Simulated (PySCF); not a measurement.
## Potential energy of PmH along the bond

Set-up: PySCF, spin-free X2C with a Gaussian nucleus, basis sets Pm x2c-TZVPall, H x2c-TZVPall. Energies in eV from Pm (4f5 6s2) + H in their ground configurations at the same level. State: septet, about 5.0 electrons in the 4f shell (Mulliken), real f orbitals that mix terms.

All columns are PBE0. A positive dipole means Pm(−)H(+).

| R (Å) | E (eV) | μ (D) | Mulliken charge on Pm (basis-dependent) | HOMO (eV) | LUMO (eV) | Mayer bond order | ⟨S²⟩ |
| --- | --- | --- | --- | --- | --- | --- | --- |
| 1.821 | -1.775 | -2.50 | 0.27 | -3.53 | -1.38 | 0.93 | 12.01 |
| 1.906 | -1.956 | -2.73 | 0.28 | -3.58 | -1.43 | 0.92 | 12.00 |
| 1.991 | -2.062 | -2.97 | 0.28 | -3.63 | -1.49 | 0.92 | 12.00 |
| 2.054 | -2.102 | -3.16 | 0.28 | -3.67 | -1.53 | 0.92 | 12.00 |
| 2.118 | -2.113 | -3.35 | 0.29 | -3.71 | -1.58 | 0.91 | 12.00 |
| 2.182 | -2.102 | -3.54 | 0.29 | -3.75 | -1.62 | 0.91 | 12.00 |
| 2.266 | -2.059 | -3.80 | 0.30 | -3.80 | -1.69 | 0.91 | 12.00 |
| 2.372 | -1.969 | -4.14 | 0.30 | -3.87 | -1.77 | 0.90 | 12.00 |
| 2.499 | -1.825 | -4.54 | 0.31 | -3.95 | -1.86 | 0.90 | 12.00 |
| 2.669 | -1.598 | -5.07 | 0.32 | -4.05 | -1.99 | 0.89 | 12.00 |

A fit through these points gives, at Re = 2.117 Å, μ = -3.34 D and dμ/dR = -3.00 D/Å; the reduced mass is 1.001 u.

Question: How strong is the fundamental in the double-harmonic approximation, I = 42.26·(dμ/dR)²/μred km/mol?

Answer: I = 42.26·(-3.00)²/1.001 = 380 km/mol at PBE0.

These are scalar-relativistic numbers at best; spin–orbit coupling would shift them, the dissociation energy most. With d or f electrons several states lie close, and the lowest PBE0 determinant need not be the measured ground state.
